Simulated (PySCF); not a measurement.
## Br (bromine, neutral): UHF calculation

Configuration: [Ar] 3d10 4s2 4p5, 2P determinant. Computed with PySCF 2.14 in aug-cc-pVQZ-PP with one added diffuse shell each of s, p, d, f, g type with ECP10MDF (8s7p6d4f3g, 114 functions), with a scalar-relativistic core potential.

```json
{
 "Total energy": "-415.493216 hartree",
 "One-electron energy": "-729.6829 hartree",
 "Hartree (Coulomb) energy": "344.0274 hartree",
 "Exchange energy": "-29.8377 hartree",
 "⟨S²⟩": "0.7593",
 "⟨L²⟩": "2.038",
 "Sum of ⟨r⟩": "24.27 bohr",
 "Sum of ⟨r²⟩": "39.73 bohr²",
 "Traceless quadrupole moment −½Σ⟨3z² − r²⟩ along its main axis": "2.03 e·bohr²",
 "Time after the integrals": "of the order of 6 core-seconds"
}
```

| shell | electrons | mean orbital energy (eV) | spread (eV) | rms radius, mean of both spins (bohr) |
| --- | --- | --- | --- | --- |
| 3s α | 1 | -268.47 | 0 | 0.590 |
| 3s β | 1 | -268.22 | 0 | 0.590 |
| 3p α | 3 | -207.17 | 0.657 | 0.609 |
| 3p β | 3 | -206.88 | 0.051 | 0.609 |
| 3d α | 5 | -86.057 | 0.607 | 0.644 |
| 3d β | 5 | -85.880 | 0.274 | 0.644 |
| 4s α | 1 | -29.281 | 0 | 1.83 |
| 4s β | 1 | -26.369 | 0 | 1.83 |
| 4p α | 3 | -12.961 | 1.896 | 2.28 |
| 4p β | 2 | -11.775 | 0 | 2.28 |

Energies and moments cover only the electrons outside the core potential.
